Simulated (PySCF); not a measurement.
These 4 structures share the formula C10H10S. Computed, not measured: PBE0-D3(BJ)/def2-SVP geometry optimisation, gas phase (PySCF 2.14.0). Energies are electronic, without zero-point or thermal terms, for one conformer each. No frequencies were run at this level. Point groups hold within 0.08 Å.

Problem. Rank from lowest to highest electronic energy at this level (kcal/mol).
A. `[CH:1]#[C:2]/[CH:3]=[C:4]1/[CH2:5][CH2:6]/[C:7]1=[CH:8]\[C:9]([CH3:10])=[S:11]` with C7–C8–C9–C10 179°
B. `[CH3:1][S:2][C:3]1=[CH:4][CH:5]=[CH:6][C:7]12[CH:8]=[CH:9][CH:10]=[CH:11]2` with C1–S2–C3–C4 0°
C. `[CH2:1]=[CH:2][c:3]1[cH:4][cH:5][c:6]2[c:7]([cH:8]1)[S:9][CH2:10][CH2:11]2` with C1–C2–C3–C4 -2°, C6–C7–S9–C10 15°, C7–S9–C10–C11 -27°, S9–C10–C11–C6 32°, C5–C6–C11–C10 160°
D. `[CH3:1][CH2:2][c:3]1[cH:4][cH:5][cH:6][c:7]2[cH:8][s:9][cH:10][c:11]12` with C1–C2–C3–C4 -101°

Solution. D (0.0), C (5.1), B (49.0), A (91.3).

As drawn, the lowest has an aromatic ring, which the highest lacks; the highest has a four-membered ring, a C≡C bond and a C=S bond, which the lowest lacks.

```json
{"SMILES": "CCc1cccc2cscc12", "E (Eh)": "-784.29688", "E rel (kcal/mol)": "0.0", "dipole (D)": "0.34", "point group": "C1", "A, B, C (MHz)": "1403, 897.2, 573.2"}
{"SMILES": "C=Cc1ccc2c(c1)SCC2", "E (Eh)": "-784.28880", "E rel (kcal/mol)": "5.1", "dipole (D)": "1.70", "point group": "C1", "A, B, C (MHz)": "2481, 591.4, 483.1"}
{"SMILES": "CSC1=CC=CC12C=CC=C2", "E (Eh)": "-784.21873", "E rel (kcal/mol)": "49.0", "dipole (D)": "1.15", "point group": "Cs", "A, B, C (MHz)": "1485, 919.4, 658.8"}
{"SMILES": "C#C/C=C1/CC/C1=C\\C(C)=S", "E (Eh)": "-784.15140", "E rel (kcal/mol)": "91.3", "dipole (D)": "2.61", "point group": "near Cs", "A, B, C (MHz)": "1380, 633.1, 437.6"}
```

Problem. As an exercise, what shares would exp(−E/RT) give at 2000 K from these electronic energies alone (no entropy, no degeneracies)?

Solution. RT = 3.974 kcal/mol: CCc1cccc2cscc12 78.2 %, C=Cc1ccc2c(c1)SCC2 21.8 %, CSC1=CC=CC12C=CC=C2 under 0.1 %, C#C/C=C1/CC/C1=C\C(C)=S under 0.1 %.
